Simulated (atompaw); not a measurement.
## Reading a pseudo-wave (Mn)

Columns: radius, all-electron u(r) and pseudo u(r) of the 3d shell (level -6.77 eV) of manganese in the configuration [Ne] 3s2 3p6 3d5 4s2 4p0; PBE, scalar-relativistic, PAW (atompaw) scheme, atompaw 4.2.0.5.

```csv
r (bohr),all-electron,pseudo
0.067,0.0224,0.0010
0.135,0.1134,0.0082
0.202,0.2476,0.0267
0.269,0.3935,0.0603
0.337,0.5315,0.1119
0.404,0.6467,0.1799
0.471,0.7380,0.2622
0.538,0.8057,0.3547
0.606,0.8519,0.4528
0.673,0.8782,0.5471
0.740,0.8888,0.6323
0.808,0.8869,0.7039
0.875,0.8756,0.7556
0.942,0.8573,0.7868
1.010,0.8338,0.7982
1.077,0.8071,0.7924
1.144,0.7784,0.7738
1.212,0.7479,0.7471
1.279,0.7174,0.7173
1.346,0.6868,0.6868
1.413,0.6565,0.6565
1.481,0.6265,0.6265
1.548,0.5977,0.5977
1.615,0.5699,0.5699
1.683,0.5427,0.5427
1.750,0.5170,0.5170
```

How many radial nodes do the two functions have?

The all-electron 3d function has n − l − 1 = 0; the pseudo-wave has 0.

At about which radius was the pseudo-wave matched?

1.35 bohr. The columns agree to 0.0005 from 1.28 bohr on; several derivatives are matched, so the curves merge somewhat inside the radius.

Where does each function peak?

Outermost all-electron maximum near 0.74 bohr, pseudo maximum near 1.01 bohr (to the table’s step).

Is the pseudo-wave norm-conserving?

No, it belongs to a PAW set: the norm inside the radius is not constrained, and the difference is carried by the augmentation charge.
